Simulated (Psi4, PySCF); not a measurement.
The PySCF input:
```python
from pyscf import gto, scf, dft

mol = gto.M(
    atom='''
Al    0.19336810   -0.22362314    0.20469739
C     2.04881583   -0.63261564   -0.39867224
H     2.55571720   -1.37044326    0.22610362
H     2.67493413    0.26590339   -0.40733043
H     2.05971573   -1.01409035   -1.42528396
C    -0.68671713   -0.95115699    1.83877495
H    -1.53792036   -1.59181966    1.58505454
H    -1.09258753   -0.14857686    2.46389001
H    -0.01687042   -1.54313835    2.46532995
Cl   -0.90172744    1.04775891   -0.95349682
''',
    basis='sto-3g',
    verbose=4,
)

mf = dft.RKS(mol)
mf.xc = 'r2scan'
mf.grids.atom_grid = (99, 590)
mf.grids.prune = None
mf.kernel()
```

Problem. Write the same job for Psi4.

Solution. This is not unique; one that fits is 
```
memory 2 GB

molecule {
0 1
  Al    0.19336810   -0.22362314    0.20469739
  C     2.04881583   -0.63261564   -0.39867224
  H     2.55571720   -1.37044326    0.22610362
  H     2.67493413    0.26590339   -0.40733043
  H     2.05971573   -1.01409035   -1.42528396
  C    -0.68671713   -0.95115699    1.83877495
  H    -1.53792036   -1.59181966    1.58505454
  H    -1.09258753   -0.14857686    2.46389001
  H    -0.01687042   -1.54313835    2.46532995
  Cl   -0.90172744    1.04775891   -0.95349682
}

set basis sto-3g
set scf_type pk
set puream true
set d_convergence 1e-8
set dft_radial_points 99
set dft_spherical_points 590

energy('r2scan')
print_variables()
```

Both were run: PySCF gave -773.615406 Eh and Psi4 -773.615396 Eh, 0.010 mEh apart.
